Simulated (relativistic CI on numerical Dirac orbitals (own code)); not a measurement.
Slater and spin-orbit integrals, Os XIII

Computed by Dirac-Coulomb-Breit CI, separate exchange-only KLI orbitals for each configuration, a model potential for QED, unscaled Slater integrals (own radial code, finite nucleus).

Slater integrals F^k, G^k are unscaled and averaged over j, outside the closed core [Kr] 4d10; ζ comes from projecting the Hamiltonian with its Breit term on Σ l·s of the shell.

- 4f14 5s2 5p2: F^2(5p,5p) = 103510, ζ(5p) = 85166 cm⁻¹; <r>(5p) = 1.035, <r^2>(5p) = 1.197 (bohr units).
- 4f13 5s2 5p3: ζ(4f) = 6234.8, F^2(5p,5p) = 104380, F^2(4f,5p) = 77546, G^2(4f,5p) = 29729, G^4(4f,5p) = 25585, ζ(5p) = 87526 cm⁻¹; <r>(4f) = 0.5246, <r^2>(4f) = 0.3297, <r>(5p) = 1.026, <r^2>(5p) = 1.176 (bohr units).
- 4f14 5s 5p3: F^2(5p,5p) = 103560, G^1(5s,5p) = 134630, ζ(5p) = 84726 cm⁻¹; <r>(5s) = 0.9396, <r^2>(5s) = 0.9835, <r>(5p) = 1.035, <r^2>(5p) = 1.196 (bohr units).

In this model ζ of a weakly bound d, f or g electron outside closed shells comes out too small, for d by up to a factor of two or three and at times with the wrong sign; that of an outer p electron is too small as well.

Averages of the first 10 configurations, taken without configuration mixing, which lowers the lowest level and can move excited configurations by several eV; other configurations of the list can lie among them:

```json
{"Configuration": "4f14 5s2 5p2", "Parity": "even", "States": "15", "Average energy above the lowest level (eV)": "21.9"}
{"Configuration": "4f13 5s2 5p3", "Parity": "even", "States": "280", "Average energy above the lowest level (eV)": "44.0"}
{"Configuration": "4f14 5s 5p3", "Parity": "odd", "States": "40", "Average energy above the lowest level (eV)": "68.2"}
{"Configuration": "4f14 5s2 5p 5d", "Parity": "odd", "States": "60", "Average energy above the lowest level (eV)": "84.3"}
{"Configuration": "4f14 5s 5p2 5d", "Parity": "even", "States": "300", "Average energy above the lowest level (eV)": "128.9"}
{"Configuration": "4f14 5s2 5p 5f", "Parity": "even", "States": "84", "Average energy above the lowest level (eV)": "143.9"}
{"Configuration": "4f13 5s2 5p2 5d", "Parity": "odd", "States": "2100", "Average energy above the lowest level (eV)": "107.0"}
{"Configuration": "4f14 5s2 5p 5g", "Parity": "odd", "States": "108", "Average energy above the lowest level (eV)": "182.3"}
{"Configuration": "4f14 5s2 5p 6s", "Parity": "odd", "States": "12", "Average energy above the lowest level (eV)": "120.8"}
{"Configuration": "4f14 5s 5p2 5f", "Parity": "odd", "States": "420", "Average energy above the lowest level (eV)": "188.9"}
```
